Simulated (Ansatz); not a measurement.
Program: Ansatz 0.2.0.

A structure relaxed at PBE0-D4/def2-TZVP, charge 0, multiplicity 1:

Cartesian coordinates in Å:
```
O 1.5756 -0.3879 0.3029
C 0.5073 -0.1853 -0.5389
F 0.7821 0.8614 -1.4160
Ge -1.0802 0.2939 0.5586
H 2.3147 -0.7518 -0.1970
H 0.3180 -1.0556 -1.1805
H -2.2396 0.6281 -0.3906
H -0.7241 1.5065 1.4250
H -1.4538 -0.9095 1.4364
```

Problem. Give its formula and SMILES.

Solution. CH5FGeO, `O[CH](F)[GeH3]`.

Problem. Summarise the bond lengths by kind.

Solution. 1 × C–O 1.375 Å; 1 × H–O 0.964 Å; 1 × C–F 1.393 Å; 1 × C–Ge 1.989 Å; 1 × C–H 1.098 Å; 3 × Ge–H 1.532 to 1.536 Å.
